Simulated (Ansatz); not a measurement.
**Energy profile**

The step: SiH₂ClF ([F][SiH2][Cl]) + SiH₄ → Si₂H₅Cl ([SiH3][SiH2][Cl]) + HF; bonds formed: Si1–Si7, F2–H6; bonds broken: Si1–F2, H6–Si7 (atoms numbered as in the saddle structure below).

| atom | x (Å) | y (Å) | z (Å) |
| --- | --- | --- | --- |
| Si1 | -0.5942 | -0.9842 | -0.4410 |
| F2 | 0.2547 | -1.6723 | 1.1460 |
| H3 | 0.1777 | -1.9428 | -1.2449 |
| H4 | -1.9042 | -1.3058 | 0.1434 |
| Cl5 | -1.2205 | 0.3314 | -1.9839 |
| H6 | 0.4334 | -0.4967 | 0.8767 |
| Si7 | 0.5901 | 1.2024 | 0.3352 |
| H8 | 1.4395 | 1.3160 | 1.5578 |
| H9 | 1.4130 | 1.4709 | -0.8618 |
| H10 | -0.5894 | 2.0810 | 0.4725 |

Electronic energies by CCSD(T) at an estimated basis limit (MP2 extrapolated from triple and quadruple zeta, plus CCSD(T) − MP2 in triple zeta), on PBE0-D4/def2-TZVP structures; Si2H6ClF, singlet; no counterpoise correction. Program: Ansatz 0.2.0. Basis: def2-TZVPP and def2-QZVPP. Cores are frozen in the correlated methods. Extrapolation: Hartree–Fock as exp(−7.88 √X), correlation as X^−2.97.

Give the profile in kcal/mol, counted from the separated reactants. (An estimate is asked for; the value comes from the calculation.)

Computed:
```json
{"point": "separated: SiH2ClF (linked as [F][SiH2][Cl]; Si1, F2, H3, H4, Cl5; singlet) + SiH4 (H6, Si7, H8, H9, H10; singlet)", "kcal/mol": "0.00"}
{"point": "start structure", "kcal/mol": "-1.02"}
{"point": "saddle", "kcal/mol": "68.69"}
{"point": "end structure", "kcal/mol": "31.30"}
{"point": "separated: Si2H5Cl (linked as [SiH3][SiH2][Cl]; Si1, H3, H4, Cl5, Si7, H8, H9, H10; singlet) + HF (F2, H6; singlet)", "kcal/mol": "33.27"}
```

No T1 diagnostic of these runs exceeds 0.013. The start structure is not quite a true minimum (one mode of 27i cm⁻¹).

For scale, one of the runs: CCSD(T)/def2-TZVPP, 241 basis functions, launched by `ansatz run in.yaml --threads 4 --pin off --events-out ev --progress --plain --max-ram 9574MiB`. The run took 100 s on 4 CPU threads of an Arm Neoverse V2 (shared host), with 4.2 GiB of host memory at its peak.
